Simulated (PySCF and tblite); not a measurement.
Results of a calculation; reference values are marked as such.
C₆H₁₀F₂, numbered as in [F:1][C:2]1([F:3])[CH2:4][CH2:5][CH2:6][CH2:7][CH2:8]1.

Conformers came from 60 starts (ETKDG and KDG, MMFF94s, GFN2-xTB); geometries are GFN2-xTB. Free energies are B3LYP-D3(BJ)/def2-SVP (IEF-PCM, cyclohexane) single points with GFN2-xTB rigid-rotor and vibrational terms (modes under about 100 cm⁻¹ blended into free rotors). Symmetry numbers and mirror images are counted. Conformers within 3 kcal/mol (GFN2-xTB free energy) were kept, 6 at most. GIAO shieldings: wB97X-D/pcSseg-1 (IEF-PCM, cyclohexane). Shifts are against TMS (¹H), TMS (¹³C) at the same level. Run with PySCF (density fitting) and tblite.

What shifts does this protocol give at 298.15 K under fast conformational exchange?

¹H: 1.93 (H4/H8, 4H), 1.66 (H5/H7, 4H), 1.39 (H6, 2H) ppm. ¹³C: 130.1 (C2), 39.1 (C4/C8), 28.4 (C6), 26.7 (C5/C7) ppm.

Shifts are unscaled: against experiment ¹³C can be off by 15 ppm or more and ¹H by 0.8 ppm.
